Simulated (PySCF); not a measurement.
# Working with the constants of H2

PBE0 constants of H2, singlet, closed shell (basis H def2-TZVP; no relativity; PySCF 2.14; masses 1.0078 and 1.0078 u):

- ωe: 4415.4 cm⁻¹
- ωexe: 112.0 cm⁻¹
- Be: 60.095 cm⁻¹
- αe: 2.81 cm⁻¹
- D (centrifugal): 0.0445 cm⁻¹
- De to H + H: 4.52 eV

Q: Give the vibrational terms G(v) and spacings up to v = 4.

A: G(v) = ωe(v+½) − ωexe(v+½)².

```json
{"v": "0", "G(v) (cm⁻¹)": "2179.7", "G(v) − G(v−1)": "", "Bv (cm⁻¹)": "58.69"}
{"v": "1", "G(v) (cm⁻¹)": "6371.1", "G(v) − G(v−1)": "4191.4", "Bv (cm⁻¹)": "55.88"}
{"v": "2", "G(v) (cm⁻¹)": "10338.5", "G(v) − G(v−1)": "3967.4", "Bv (cm⁻¹)": "53.07"}
{"v": "3", "G(v) (cm⁻¹)": "14081.9", "G(v) − G(v−1)": "3743.4", "Bv (cm⁻¹)": "50.26"}
{"v": "4", "G(v) (cm⁻¹)": "17601.3", "G(v) − G(v−1)": "3519.4", "Bv (cm⁻¹)": "47.45"}
```

Q: How well does the Morse estimate ωe²/(4ωexe) reproduce De, and what is D0?

A: It gives 5.40 eV, 119 % of the computed De. D0 = De − G(0) = 4.52 − 0.27 = 4.25 eV.
